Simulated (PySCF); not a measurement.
**Structure from NMR data**

Molecular formula: C₄H₁₂N₂OSi. Simulated spectra:

$^{1}$H NMR (400 MHz, computed): δ 5.25 (s, 2H), 3.76 (br s, 1H), 2.70 (s, 6H), 1.77 (s, 3H).

$^{13}$C{$^{1}$H} NMR (computed): δ 163.9 (C), 41.9 (CH3, 2C), 22.6 (CH3).

Calculated, not measured (PySCF): shieldings: GIAO KT2/pcSseg-1, coordinates at the PBE0-D3(BJ)/def2-SVP level. No solvent model, averaged over atoms made equivalent by symmetry, fast rotation or ring inversion, a single conformation, non-relativistic.

Referencing at the same level of theory: $^{1}$H and $^{13}$C against TMS.

Question: What is the structure?

Answer: 
1. Rings plus π bonds: 1 (no ring in the answer).
2. 3 carbon signals for 4 carbons: some carbons are equivalent by symmetry or fast rotation.
3. Carbon types of the structure: 1 × C, 3 × CH3, leaving 3 H on heteroatoms.
4. δC 163.9: amide carbonyl carbon; lone-pair donation from the attached heteroatom keeps it upfield of a ketone carbonyl.
5. δC 41.9: methyl carbon bonded to N; the inductive effect lowers its shielding.
6. δC 22.6: methyl carbon α to a carbonyl; α to the electron-withdrawing carbonyl group.
7. δH 5.25: hydrogen on a silicon bonded to 2 N.
8. δH 3.76: hydrogen on an amide-type nitrogen; exchangeable, gas-phase position.
9. δH 2.70: hydrogen on a methyl carbon bonded to N; its carbon carries N, which withdraws density.
10. δH 1.77: hydrogen on a methyl carbon α to a carbonyl; α to C=O.

These data were computed for SMILES CC(=O)N[SiH2]N(C)C.

The data come from this structure; uniqueness wasn't tested.

The OH or NH signal is concentration- and solvent-dependent in practice; the value given is the gas-phase one. Shifts are as computed. Against solution values, carbons near 30 ppm lie about +2 ppm off and those near 130 ppm about -5 ppm. Of 1211 compounds with measured shifts, 218 miss one by over three times the rms of a fit or turn the order of signals round; such compounds aren't used in these exercises. The C=O carbon of an acid or of an amide with N–H lies up to 10 ppm further downfield in solution, through hydrogen bonding that the calculation lacks. No couplings were computed; multiplicities are counted from neighbouring protons, with m where these are inequivalent, close in shift, in a saturated or five-membered ring or joined by F or P, and br s for small geminal =CH2 splittings.
